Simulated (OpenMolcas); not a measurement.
## Multiconfigurational calculation on Pb2+

Input:

```
&GATEWAY
Coord
1

Pb 0.0 0.0 0.0
Basis=ANO-RCC
Group=XYZ
NoMove
AngMom=0.0 0.0 0.0
AMFI
&SEWARD
* reference wave functions (RASSCF and RASSI steps not shown): 2 electrons in 9 orbitals (RAS2 6s 6p; RAS3 6d, at most 2 electrons)
>>> COPY JOB001 $Project.JobIph
&CASPT2
Multistate=3 1 2 3
Frozen=15 19
IPEA=0.25
Imaginary=0.1
MaxIter=60
WThr=0.0 0.3 0.05
PrWF=0.5
NoMix
>>> COPY JOB002 $Project.JobIph
&CASPT2
Multistate=6 1 2 3 4 5 6
Frozen=15 19
IPEA=0.25
Imaginary=0.1
MaxIter=60
WThr=0.0 0.3 0.05
PrWF=0.5
NoMix
>>> COPY JOB003 $Project.JobIph
&CASPT2
Multistate=3 1 2 3
Frozen=15 19
IPEA=0.25
Imaginary=0.1
MaxIter=60
WThr=0.0 0.3 0.05
PrWF=0.5
NoMix
...
```

Launched by
```bash
OMP_NUM_THREADS=1 MOLCAS_MEM=2252 MOLCAS_PROJECT=a pymolcas a.inp > a.log  # once for each step of the input, in one work folder
```

Output, cut to the results:

```
--- CASPT2 ---
Orbital specifications:
      -----------------------

      Symmetry species                           1   2
                                                ag  au
      Frozen orbitals                           15  19
      Inactive orbitals                          5   0
      Active orbitals                            6   3
      Secondary orbitals                        66  50
      Deleted orbitals                           0   0
      Number of basis functions                 92  72
Type of calculation                        MS-CASPT2
      Fock operator                              state-specific
      IPEA shift                                 0.25
      Real shift                                 0.00
      Imaginary shift                            0.10
      The input orbitals will be transformed to quasi-canonical
Reference energy:      -20860.2891405405
      E2 (Non-variational):      -0.3923739260
      Shift correction:          -0.0001885974
      E2 (Variational):          -0.3925625234
      Total energy:          -20860.6817030639
      Residual norm:              0.0000005028
      Reference weight:           0.93220
      Contributions to the CASPT2 correlation energy
      Active & Virtual Only:         -0.0010496943
      One Inactive Excited:          -0.0808276390
      Two Inactive Excited:          -0.3104965927
Reference energy:      -20860.2891405405
      E2 (Non-variational):      -0.3923739121
      Shift correction:          -0.0001885973
      E2 (Variational):          -0.3925625094
      Total energy:          -20860.6817030498
      Residual norm:              0.0000005028
      Reference weight:           0.93220
      Contributions to the CASPT2 correlation energy
      Active & Virtual Only:         -0.0010496941
      One Inactive Excited:          -0.0808276253
      Two Inactive Excited:          -0.3104965927
::    CASPT2 Root  1     Total energy: -20860.68170306
::    CASPT2 Root  2     Total energy: -20860.68170305
::    CASPT2 Root  3     Total energy: -20860.68170308
::    MS-CASPT2 Root  1     Total energy: -20860.68170308
::    MS-CASPT2 Root  2     Total energy: -20860.68170306
::    MS-CASPT2 Root  3     Total energy: -20860.68170305
--- CASPT2 ---
Orbital specifications:
      -----------------------

      Symmetry species                           1   2
                                                ag  au
      Frozen orbitals                           15  19
      Inactive orbitals                          5   0
      Active orbitals                            6   3
      Secondary orbitals                        66  50
      Deleted orbitals                           0   0
      Number of basis functions                 92  72
Type of calculation                        MS-CASPT2
      Fock operator                              state-specific
      IPEA shift                                 0.25
      Real shift                                 0.00
      Imaginary shift                            0.10
      The input orbitals will be transformed to quasi-canonical
Reference energy:      -20860.9898408597
      E2 (Non-variational):      -0.4286250091
      Shift correction:          -0.0001973869
      E2 (Variational):          -0.4288223961
      Total energy:          -20861.4186632558
      Residual norm:              0.0000000919
      Reference weight:           0.92679
      Contributions to the CASPT2 correlation energy
      Active & Virtual Only:         -0.0079282957
      One Inactive Excited:          -0.1111571170
      Two Inactive Excited:          -0.3095395964
Reference energy:      -20860.3473893423
      E2 (Non-variational):      -0.3757544333
      Shift correction:          -0.0001865353
      E2 (Variational):          -0.3759409686
      Total energy:          -20860.7233303108
      Residual norm:              0.0000006748
      Reference weight:           0.93705
      Contributions to the CASPT2 correlation energy
      Active & Virtual Only:         -0.0023929315
      One Inactive Excited:          -0.0631920874
      Two Inactive Excited:          -0.3101694144
::    CASPT2 Root  1     Total energy: -20861.41866326
::    CASPT2 Root  2     Total energy: -20860.72333031
::    CASPT2 Root  3     Total energy: -20860.72362678
::    CASPT2 Root  4     Total energy: -20860.72367825
::    CASPT2 Root  5     Total energy: -20860.72362680
::    CASPT2 Root  6     Total energy: -20860.72362667
::    MS-CASPT2 Root  1     Total energy: -20861.41866326
::    MS-CASPT2 Root  2     Total energy: -20860.72379211
::    MS-CASPT2 Root  3     Total energy: -20860.72362889
::    MS-CASPT2 Root  4     Total energy: -20860.72362670
::    MS-CASPT2 Root  5     Total energy: -20860.72352600
::    MS-CASPT2 Root  6     Total energy: -20860.72331512
--- CASPT2 ---
Orbital specifications:
      -----------------------

      Symmetry species                           1   2
                                                ag  au
      Frozen orbitals                           15  19
      Inactive orbitals                          5   0
      Active orbitals                            6   3
      Secondary orbitals                        66  50
      Deleted orbitals                           0   0
      Number of basis functions                 92  72
Type of calculation                        MS-CASPT2
      Fock operator                              state-specific
      IPEA shift                                 0.25
      Real shift                                 0.00
      Imaginary shift                            0.10
      The input orbitals will be transformed to quasi-canonical
Reference energy:      -20860.6969693065
      E2 (Non-variational):      -0.3904470462
      Shift correction:          -0.0001592703
      E2 (Variational):          -0.3906063165
      Total energy:          -20861.0875756230
      Residual norm:              0.0000001861
      Reference weight:           0.93609
...
```

Levels above the lowest, from the spin-orbit matrix with the single-state CASPT2 energies, averaged by term, on its diagonal:

```
Configuration  Term  J  E (cm⁻¹)  Measured (cm⁻¹)      g  Term weight %
          6s²    ¹S  0       0.0              0.0                   100
        6s 6p   ³P°  0     62380            60397                   100
        6s 6p   ³P°  1     65960            64391  1.472             94
        6s 6p   ³P°  2     77850                   1.501            100
        6s 6p   ¹P°  1     93350            95340  1.029             94
```

Against the 3 measured excited levels shown (Moore, Atomic Energy Levels, vol. III, NSRDS-NBS 35 (1971 reprint of NBS Circular 467, 1958)) the mean absolute deviation is 1800 cm-1; the largest miss in energy is 6s 6p ¹P°₁: computed 93350, measured 95340 cm⁻¹ (-2.1 %), and the largest in proportion 6s 6p ³P°₀ (+3.3 %).

The run also gave levels led by 6s 6d, which use shells meant for correlation; these and all levels above them are left out. Spin-orbit splittings of 6p shells tend to come out small when the coupling is added on scalar orbitals. Computed and measured levels are paired by configuration, term and J; levels that our copy of the source lacks, or whose pairing is in doubt (as where it misses far off the trend of its configuration), stay unpaired and out of the deviations. Only configurations of the active space appear. The first state left out of the spin-orbit step lies near 180000 cm-1 above the lowest spin-free state of the reference (among the parities and spins computed), and the list stops at four fifths of that energy or lower.

The CASPT2 steps took 35 s on 1 thread of Arm Neoverse V2, with other jobs on the host; the integral step is not counted.

The term weight is that of the spin-free term in the level, not the purity of its configuration. ° marks odd parity.
